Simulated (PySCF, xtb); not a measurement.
H2ISi, SMILES I[SiH2] (connectivity only; charge and spin as stated), charge +1, multiplicity 1.

Harmonic wavenumbers (cm⁻¹) from xtb 6.7.1 with GFN2-xTB at its own minimum, in rising order: 402, 478, 621, 693, 2355, 2360.

**Question.** What does PBE-D3(BJ)/def2-TZVP (PySCF) give at its own minimum? (An estimate is asked for; the answer gives what the named calculation found.)

**Answer.** 434, 531, 600, 889, 2198, 2257. Paired by order, the mean absolute difference is 94 cm⁻¹ and the zero-point energies are 9.9 and 9.9 kcal/mol.
